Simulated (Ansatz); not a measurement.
The input (input.yaml):

```yaml
crystal:
  periodic: [false, false, false]
  atoms:
    - { symbol: Sn, position_ang: [-0.219646, -0.087096, 0.263782] }
    - { symbol: H, position_ang: [-0.050251, 0.006358, 2.080595] }
    - { symbol: Cl, position_ang: [1.856885, -0.337648, -0.841207] }
    - { symbol: O, position_ang: [-1.075511, 1.5265, -0.419758] }
    - { symbol: H, position_ang: [-1.482483, 1.486108, -1.272804] }
    - { symbol: O, position_ang: [-1.285927, -1.583165, -0.409524] }
    - { symbol: H, position_ang: [-0.857134, -2.226382, -0.954381] }
    - { symbol: C, position_ang: [0.059456, 0.118672, 3.69249] }
    - { symbol: H, position_ang: [-0.558392, -0.71542, 4.004615] }
    - { symbol: H, position_ang: [1.128185, 0.006558, 3.834262] }
    - { symbol: H, position_ang: [-0.347682, 1.109015, 3.860133] }
magnetization:
  spin_polarized: true
  initial_magnetization: 1
basis:
  gaussian: { orbitals: def2-SVP }
hamiltonian:
  xc: hf
phonons: {}
```

Run as:

```bash
$ ansatz run input.yaml --threads 4 --pin off --max-ram 5120MiB --backend cpu --events-out ev --progress --plain --runs-dir out
```

Hardware: 4 threads of Intel(R) Xeon(R) 6975P-C (Granite Rapids), with other jobs on the host.

Question: Roughly how long does this run take, and how much memory?

Answer: 51 s, with a peak of 0.39 GiB, for 0 ionic steps.
